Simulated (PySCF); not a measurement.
**Radial density of Cl⁺ (chlorine, charge +1)**

BP86, [Ne] 3s2 3p4, high-spin 3P determinant. Computed with PySCF 2.14 in aug-cc-pVTZ-DK (6s5p3d2f, 50 functions), with the spin-free X2C one-electron Hamiltonian (Gaussian nucleus).

```json
{"r (bohr)": "0.00190", "4πr²ρ (e/bohr)": "0.1657", "4πr²(ρα − ρβ)": "0.0000"}
{"r (bohr)": "0.00319", "4πr²ρ (e/bohr)": "0.4278", "4πr²(ρα − ρβ)": "0.0000"}
{"r (bohr)": "0.00537", "4πr²ρ (e/bohr)": "1.080", "4πr²(ρα − ρβ)": "0.0000"}
{"r (bohr)": "0.00903", "4πr²ρ (e/bohr)": "2.610", "4πr²(ρα − ρβ)": "0.0001"}
{"r (bohr)": "0.0152", "4πr²ρ (e/bohr)": "5.836", "4πr²(ρα − ρβ)": "0.0003"}
{"r (bohr)": "0.0255", "4πr²ρ (e/bohr)": "11.41", "4πr²(ρα − ρβ)": "0.0014"}
{"r (bohr)": "0.0430", "4πr²ρ (e/bohr)": "17.76", "4πr²(ρα − ρβ)": "0.0075"}
{"r (bohr)": "0.0723", "4πr²ρ (e/bohr)": "19.24", "4πr²(ρα − ρβ)": "0.0358"}
{"r (bohr)": "0.122", "4πr²ρ (e/bohr)": "14.21", "4πr²(ρα − ρβ)": "0.1301"}
{"r (bohr)": "0.204", "4πr²ρ (e/bohr)": "15.23", "4πr²(ρα − ρβ)": "0.2777"}
{"r (bohr)": "0.344", "4πr²ρ (e/bohr)": "19.11", "4πr²(ρα − ρβ)": "0.2004"}
{"r (bohr)": "0.579", "4πr²ρ (e/bohr)": "8.602", "4πr²(ρα − ρβ)": "0.0179"}
{"r (bohr)": "0.973", "4πr²ρ (e/bohr)": "3.761", "4πr²(ρα − ρβ)": "0.8991"}
{"r (bohr)": "1.64", "4πr²ρ (e/bohr)": "3.701", "4πr²(ρα − ρβ)": "1.2439"}
{"r (bohr)": "2.75", "4πr²ρ (e/bohr)": "0.7284", "4πr²(ρα − ρβ)": "0.2695"}
{"r (bohr)": "4.63", "4πr²ρ (e/bohr)": "0.02103", "4πr²(ρα − ρβ)": "0.0074"}
{"r (bohr)": "7.79", "4πr²ρ (e/bohr)": "1.104e-05", "4πr²(ρα − ρβ)": "0.0000"}
```

Densities and radii are taken from the X2C orbitals without a picture-change correction, which distorts them close to the nucleus.
